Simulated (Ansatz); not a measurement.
Tl(SH) in a box, plane waves

Ansatz 0.2.0, DFT PBE, spin-orbit coupling, plane waves, PAW, molecule in a box. The geometry was relaxed with Gaussian bases (BP86; Tl def2-SVP with ECP60, S def2-SVP, H def2-SVP).

```yaml
crystal:
  lattice:
    - [10.36, 0.0, 0.0]
    - [0.0, 9.0, 0.0]
    - [0.0, 0.0, 11.72]
  atoms:
    - { symbol: Tl, position: [0.4525, 0.5, 0.38395904] }
    - { symbol: S, position: [0.43436293, 0.5, 0.6077628] }
    - { symbol: H, position: [0.56589575, 0.5, 0.61630034] }
basis:
  ecutwfc: 420
  ecutrho_ratio: 4
kpoints:
  mp_grid: { grid: [1, 1, 1] }
hamiltonian:
  xc: pbe
scf:
  occupations: { method: gaussian, width: 0.01 }
output:
  forces: true
  eigenvalues: true
  populations: true
  write_density: true
  write_potential: true
  elf: true
  volumetric_format: npy
magnetization:
  noncollinear: true
  spin_orbit: true
```

Command:
```sh
ansatz run input.yaml --threads 2 --pin off --max-ram 5120MiB --backend cpu --events-out ev --progress --plain --runs-dir out
```
It took 8.2 s on 2 threads of Arm Neoverse V2, on a shared host, peak memory 1.3 GiB.

(1) How does the SCF go?

(2) Which levels lie next to the highest filled one (eV, counted from it)?

(3) What forces are left at this geometry, relaxed with Gaussian bases (eV/Å)?

The highest of the empty levels listed lie near the vacuum level and may be states of the box.

The forces come from the other functional as well as from the basis.

Results:

(1) 
```
SCF iter   1: F=—  HF=-12398.978155 eV  |F-HF|=—  |Δ(HF+E_count)|=         —  Δρ=1.16e-2
preconditioner: auto → Resta (q_TF=auto, 1.401 Å⁻¹)  ε∞=1.2  [insulator: Δε(μ)=4.287 eV  Ē_g=10.747 eV  σ=0.010 eV  W_gap=1.00  n_
spin=Noncollinear: Resta preconditioning applied to the charge; magnetization (m_x, m_y, m_z) channels mix plain (no charge-respon
SCF iter   2: F=—  HF=-12397.889167 eV  |F-HF|=—  |Δ(HF+E_count)|=    1.09e0  Δρ=6.10e-3
SCF iter   3: F=—  HF=-12397.732367 eV  |F-HF|=—  |Δ(HF+E_count)|=   1.57e-1  Δρ=2.95e-3
...
SCF iter   5: F=—  HF=-12397.713126 eV  |F-HF|=—  |Δ(HF+E_count)|=   1.66e-3  Δρ=1.64e-4
SCF iter   6: F=—  HF=-12397.713001 eV  |F-HF|=—  |Δ(HF+E_count)|=   1.25e-4  Δρ=5.28e-5
SCF iter   7: F=—  HF=-12397.713028 eV  |F-HF|=—  |Δ(HF+E_count)|=   2.69e-5  Δρ=9.72e-6
SCF iter   8: F=—  HF=-12397.713027 eV  |F-HF|=—  |Δ(HF+E_count)|=   2.91e-7  Δρ=2.71e-6
SCF iter   9: F=-12397.713027 eV  HF=-12397.713027 eV  |F-HF|=1.23e-8  |Δ(HF+E_count)|=   2.34e-8  Δρ=8.71e-7
```

(2) Filled: -9.18, -9.18, -4.56, -4.56, -3.32, -3.32, -0.15, -0.15, 0.00, 0.00. Empty: 2.62, 2.62, 3.43, 3.43, 4.65, 4.65, 4.76, 4.76.

(3) 
```
Tl  -0.01  0.00  0.20
S    0.27  0.00 -0.17
H   -0.26  0.00 -0.03
```
